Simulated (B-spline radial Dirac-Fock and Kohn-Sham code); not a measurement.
Magnetic form factor of the 4f shell of Ta¹³⁺

System: the Ta¹³⁺ ion, [Kr] 4d10 4f12 5s2.

Method: configuration-average Dirac-Fock orbitals. Computed with a radial finite-basis atomic code. ⟨j_K⟩ is the integral of the 4f radial density with the spherical Bessel function j_K(4πsr), s = sin θ/λ.

Hund's rules give S = 1, L = 5, J = 6 for 4f12, so g = 1.167, and the dipole approximation is F = ⟨j0⟩ + C₂⟨j2⟩ with C₂ = (2 − g)/g = 0.714.

```
s (Å⁻¹)     ⟨j0⟩    ⟨j2⟩    ⟨j4⟩    ⟨j6⟩  F (dipole)
      0   1.0000  0.0000  0.0000  0.0000      1.0000
    0.1   0.9727  0.0109  0.0001  0.0000      0.9804
   0.12   0.9609  0.0155  0.0001  0.0000      0.9720
   0.15   0.9397  0.0238  0.0003  0.0000      0.9566
   0.18   0.9144  0.0335  0.0005  0.0000      0.9384
   0.22   0.8752  0.0483  0.0012  0.0000      0.9097
   0.27   0.8188  0.0690  0.0025  0.0001      0.8681
   0.33   0.7431  0.0955  0.0051  0.0002      0.8113
    0.4   0.6486  0.1262  0.0099  0.0006      0.7388
   0.49   0.5258  0.1615  0.0188  0.0016      0.6412
   0.61   0.3742  0.1953  0.0348  0.0043      0.5137
   0.74   0.2389  0.2118  0.0547  0.0097      0.3902
   0.91   0.1133  0.2063  0.0787  0.0200      0.2607
   1.12   0.0257  0.1741  0.0981  0.0351      0.1501
   1.37  -0.0169  0.1257  0.1041  0.0508      0.0728
```

Radial moments of the shell: ⟨r²⟩ = 0.3768, ⟨r⁴⟩ = 0.2681, ⟨r⁶⟩ = 0.3155 in powers of bohr.
